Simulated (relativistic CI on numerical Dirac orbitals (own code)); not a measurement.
## Magnetism of Cr²⁺, 3d4, in a crystal field

Calculated by Dirac-Coulomb-Breit CI, KLI orbitals optimised for each configuration, model QED, valence Slater integrals scaled by 0.9, one configuration in a parametric crystal field (own radial code). With so little scaling, terms lie 10 to 35 % too far apart, which can change the order of excited levels.

Field parameters in Wybourne normalisation: D3d B²₀ = −7Dσ, B⁴₀ = −14Dq − 21Dτ, B⁴₃ = −14√(10/7) Dq; D4h B²₀ = −7Ds, B⁴₀ = 21(Dq − Dt), B⁴₄ = 21√(5/14) Dq; Oh B⁴₀ = 21Dq, B⁴₄ = √(5/14) B⁴₀. The field is a parameter set, without covalency.

S is read from ⟨S²⟩ = S(S + 1).

Powder χT (cm³ K mol⁻¹) by Van Vleck's formula, with temperature-independent terms:

| Field | 2 K | 5 K | 10 K | 20 K | 50 K | 100 K | 200 K | 300 K |
| --- | --- | --- | --- | --- | --- | --- | --- | --- |
| D3d, 10Dq = 7300, Dσ = -470, Dτ = 340 cm⁻¹ | 1.67 | 1.87 | 2.11 | 2.35 | 2.65 | 2.81 | 2.91 | 2.94 |
| D3d, 10Dq = 12800, Dσ = 50, Dτ = 420 cm⁻¹ | 2.08 | 2.32 | 2.5 | 2.7 | 2.88 | 2.93 | 2.96 | 2.97 |
| D3d, 10Dq = 14050, Dσ = -1150, Dτ = 90 cm⁻¹ | 1.88 | 2.16 | 2.37 | 2.57 | 2.8 | 2.9 | 2.95 | 2.97 |
| D3d, 10Dq = 24500, Dσ = 200, Dτ = 420 cm⁻¹ | 0.34 | 0.735 | 0.941 | 1.01 | 1.03 | 1.04 | 1.07 | 1.09 |
| D4h, 10Dq = 11200, Ds = 2930, Dt = -60 cm⁻¹ | 2.32 | 2.69 | 2.87 | 2.93 | 2.96 | 2.96 | 2.97 | 2.98 |
| Oh, 10Dq = 13750 cm⁻¹ | 1.31 | 2.32 | 2.74 | 2.89 | 2.95 | 2.96 | 2.97 | 2.98 |
| Oh, 10Dq = 22100 cm⁻¹ | 0.0511 | 0.128 | 0.255 | 0.51 | 1.19 | 1.66 | 1.75 | 1.71 |
| Oh, 10Dq = 23400 cm⁻¹ | 0.0522 | 0.131 | 0.261 | 0.522 | 1.2 | 1.64 | 1.7 | 1.64 |

Problem. For Oh, 10Dq = 23400 cm⁻¹: what effective moment follows at 300 K?

Solution. μ_eff = √(8χT) = 3.62 μB. The ground level has S = 1.02; the spin-only moment for S = 1 is 2.83 μB. The difference comes from the orbital moment, spin-orbit mixing of terms and temperature-independent paramagnetism, all larger in this ionic model than in covalent complexes.
